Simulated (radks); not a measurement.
Coulomb parameter of the 5d shell of the tungsten ion W+ in the model configuration [Xe] 4f14 5d4 6s1, as a second difference U = [E(n + 0.5) + E(n - 0.5) - 2 E(n)] / (0.5)^2 with all orbitals relaxed. "Bare": the charge of the atom changes with n. "Screened": the 6s shell takes up the change at fixed total charge, which measures U(5d,5d) + U(6s,6s) - 2 U(5d,6s). Method: scalar-relativistic Kohn-Sham, PBE, spin-unpolarised, spherical densities, finite nucleus; Fermi nuclear charge, rms radius 5.3658 fm; computed with a radial shooting solver on a logarithmic mesh with Libxc functionals.

| case | configuration | E - E(n) (eV) |
|---|---|---|
| start | [Xe] 4f14 5d4 6s1 | 0.000 |
| bare +0.5 | [Xe] 4f14 5d4.5 6s1 | -4.726 |
| bare -0.5 | [Xe] 4f14 5d3.5 6s1 | 7.077 |
| screened +0.5 | [Xe] 4f14 5d4.5 6s0.5 | 0.315 |
| screened -0.5 | [Xe] 4f14 5d3.5 6s1.5 | -0.125 |

U(bare) = 9.401 eV, U(screened by 6s) = 0.756 eV, against the Slater integral F0(5d,5d) = 12.604 eV with frozen orbitals.
